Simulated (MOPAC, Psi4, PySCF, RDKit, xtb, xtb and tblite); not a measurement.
Torsional profile of SMILES C[Si](C)(CS)C. Scanned: dihedral Si2–C5–S6–H18; all other coordinates were relaxed at GFN2-xTB. Points at φ and −φ are mirror images.

Geometry of the scan point at 60° (Å):
```
18

C     -1.8541    -0.9090    -0.3977
Si    -0.2058    -0.0816     0.0780
C     -0.4119     1.0765     1.5742
C      1.1177    -1.4098     0.4347
C      0.3623     0.9673    -1.4282
S      1.9515     1.8217    -1.1294
H     -2.6116    -0.1744    -0.6520
H     -2.2363    -1.5012     0.4271
H     -1.7396    -1.5712    -1.2503
H     -1.2315     1.7736     1.4256
H      0.4875     1.6616     1.7424
H     -0.6166     0.5170     2.4819
H      1.3892    -1.9596    -0.4625
H      2.0247    -0.9727     0.8429
H      0.7530    -2.1311     1.1595
H      0.4731     0.3864    -2.3421
H     -0.3380     1.7742    -1.6326
H      2.6721     0.7236    -0.9160
```

- GFN2-xTB (xtb and tblite)
- MMFF94 // GFN2-xTB (RDKit)
- PBE0/def2-SVP // GFN2-xTB (Psi4)
- PBE0-D3(BJ)/def2-SVP // GFN2-xTB (Psi4)
- PBE/def2-SVP // GFN2-xTB (Psi4)
- PBE-D3(BJ)/def2-SVP // GFN2-xTB (Psi4)
- UFF // GFN2-xTB (RDKit)
- PM6, restricted, heats of formation // GFN2-xTB (MOPAC)
- PM7, restricted, heats of formation // GFN2-xTB (MOPAC)
- GFN1-xTB // GFN2-xTB (xtb)
- RKS-B3LYP/6-31G* = PySCF with restricted B3LYP/6-31G*, spherical d, density fitting // GFN2-xTB
- RMP2/3-21G = restricted MP2 (frozen core)/3-21G // GFN2-xTB in PySCF
- RKS-B3LYP/LANL2DZ = restricted B3LYP/LANL2DZ, with its core potentials past Ne // GFN2-xTB run with PySCF 2.14.0
- RHF/STO-3G = PySCF 2.14.0 with restricted Hartree-Fock/STO-3G // GFN2-xTB

Least-squares fit of E(φ) = a0 + Σ (a_n cos nφ + b_n sin nφ), n = 1 to 4, to the 12 scan points, in kcal/mol above the lowest point of each profile (levels whose profile four harmonics don't fit are not listed):

```json
[
 {"method": "GFN2-xTB", "a0": "0.88", "a1": "-0.51", "b1": "0.00", "a2": "0.10", "b2": "0.00", "a3": "0.58", "b3": "0.00", "a4": "-0.01", "b4": "0.00", "rms of fit": "0.02"},
 {"method": "MMFF94", "a0": "1.23", "a1": "0.70", "b1": "0.00", "a2": "0.25", "b2": "0.00", "a3": "0.77", "b3": "0.00", "a4": "-0.04", "b4": "0.00", "rms of fit": "0.04"},
 {"method": "PBE0/def2-SVP", "a0": "0.69", "a1": "-0.15", "b1": "0.00", "a2": "0.01", "b2": "0.00", "a3": "0.61", "b3": "0.00", "a4": "-0.02", "b4": "0.00", "rms of fit": "0.04"},
 {"method": "PBE0-D3(BJ)/def2-SVP", "a0": "0.75", "a1": "-0.24", "b1": "0.00", "a2": "0.02", "b2": "0.00", "a3": "0.62", "b3": "0.00", "a4": "-0.02", "b4": "0.00", "rms of fit": "0.04"},
 {"method": "PBE/def2-SVP", "a0": "0.74", "a1": "-0.26", "b1": "0.00", "a2": "0.02", "b2": "0.00", "a3": "0.60", "b3": "0.00", "a4": "-0.01", "b4": "0.00", "rms of fit": "0.03"},
 {"method": "PBE-D3(BJ)/def2-SVP", "a0": "0.81", "a1": "-0.37", "b1": "0.00", "a2": "0.03", "b2": "0.00", "a3": "0.61", "b3": "0.00", "a4": "-0.01", "b4": "0.00", "rms of fit": "0.04"},
 {"method": "UFF", "a0": "1.50", "a1": "0.85", "b1": "0.00", "a2": "0.18", "b2": "0.00", "a3": "0.80", "b3": "0.00", "a4": "-0.08", "b4": "0.00", "rms of fit": "0.06"},
 {"method": "PM6", "a0": "0.54", "a1": "0.19", "b1": "0.00", "a2": "-0.12", "b2": "0.00", "a3": "0.22", "b3": "0.00", "a4": "-0.02", "b4": "0.00", "rms of fit": "0.01"},
 {"method": "PM7", "a0": "1.00", "a1": "1.04", "b1": "0.00", "a2": "0.29", "b2": "0.00", "a3": "0.22", "b3": "0.00", "a4": "-0.03", "b4": "0.00", "rms of fit": "0.01"},
 {"method": "GFN1-xTB", "a0": "0.61", "a1": "-0.40", "b1": "0.00", "a2": "0.31", "b2": "0.00", "a3": "0.27", "b3": "0.00", "a4": "-0.06", "b4": "0.00", "rms of fit": "0.03"},
 {"method": "RKS-B3LYP/6-31G*", "a0": "0.59", "a1": "-0.09", "b1": "0.00", "a2": "-0.20", "b2": "0.00", "a3": "0.55", "b3": "0.00", "a4": "0.00", "b4": "0.00", "rms of fit": "0.04"},
 {"method": "RMP2/3-21G", "a0": "0.58", "a1": "0.29", "b1": "0.00", "a2": "0.05", "b2": "0.00", "a3": "0.43", "b3": "0.00", "a4": "0.03", "b4": "0.00", "rms of fit": "0.04"},
 {"method": "RKS-B3LYP/LANL2DZ", "a0": "0.59", "a1": "0.17", "b1": "0.00", "a2": "-0.02", "b2": "0.00", "a3": "0.46", "b3": "0.00", "a4": "0.01", "b4": "0.00", "rms of fit": "0.03"},
 {"method": "RHF/STO-3G", "a0": "1.21", "a1": "0.33", "b1": "0.00", "a2": "-0.16", "b2": "0.00", "a3": "0.71", "b3": "0.00", "a4": "-0.06", "b4": "0.00", "rms of fit": "0.03"}
]
```

MMFF94 has few fitted parameters for silicon.
